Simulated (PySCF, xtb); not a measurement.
CH4Cl2OSi2, SMILES Cl[Si]1(Cl)CO[SiH2]1.

GFN2-xTB run with xtb at its own geometry gives an orbital gap of 3.93 eV and a dipole moment of 1.35 D.

Coordinates come from a PBE-D3(BJ)/def2-SVP optimisation. This is a generated structure with no PubChem entry under its InChIKey; it may be hypothetical.

Q: What does PBE/def2-TZVP (PySCF) give? (An estimate is asked for; the answer gives what the named calculation found.)

A: gap 5.03 eV (levels -6.76 and -1.73 eV), dipole 0.58 D.
